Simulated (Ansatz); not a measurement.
Basis sets compared for (H3Sn)2NH (Sn2NH7). Total charge 0; singlet. Geometry r2SCAN-D4/def2-SVP. Ansatz on 4 threads of Intel Xeon on a shared host; times are rough, and most runs start from earlier orbitals.

Cartesian coordinates in Å:
```
Sn 0.492 -1.191 1.288
H 0.857 -2.621 0.396
H 1.921 -0.290 1.562
H -0.297 -1.612 2.751
N -0.763 0.074 0.281
Sn -0.236 1.240 -1.316
H -0.178 0.358 -2.797
H -1.400 2.493 -1.442
H 1.317 1.845 -0.927
H -1.713 -0.295 0.204
```

In the def2 sets Sn takes a core potential; there is no spin–orbit coupling.

Binding counts from free atoms (Sn triplet, H doublet, N quartet) in the same basis, without a counterpoise term.

```
                          level  functions  energy (Eh)  HOMO (eV)  LUMO (eV)  binding per atom (eV)  wall time
                PBE-D4/def2-SVP        101    -487.3619      -5.35      -1.22                   2.50      2.8 s
               PBE-D4/def2-TZVP        173    -487.4561      -5.55      -1.52                   2.53      4.4 s
            r2SCAN-D4/def2-TZVP        173    -487.6674      -5.82      -1.18                   2.52        6 s
               PBE0-D4/def2-SVP        101    -487.3944      -6.70      -0.40                   2.46      5.5 s
PBE0-D4/def2-TZVP (with forces)        173    -487.4851      -6.86      -0.73                   2.49      8.5 s
```

Task: Estimate the rows for PBE-D4/def2-TZVPD, r2SCAN-D4/def2-TZVPD, PBE0-D4/def2-TZVPD.

Result: 
```
               level  functions  energy (Eh)  HOMO (eV)  LUMO (eV)  binding per atom (eV)  wall time
   PBE-D4/def2-TZVPD        212    -487.4574      -5.59      -1.58                   2.53      6.5 s
r2SCAN-D4/def2-TZVPD        212    -487.6685      -5.85      -1.22                   2.52       10 s
  PBE0-D4/def2-TZVPD        212    -487.4862      -6.89      -0.80                   2.50      8.5 s
```
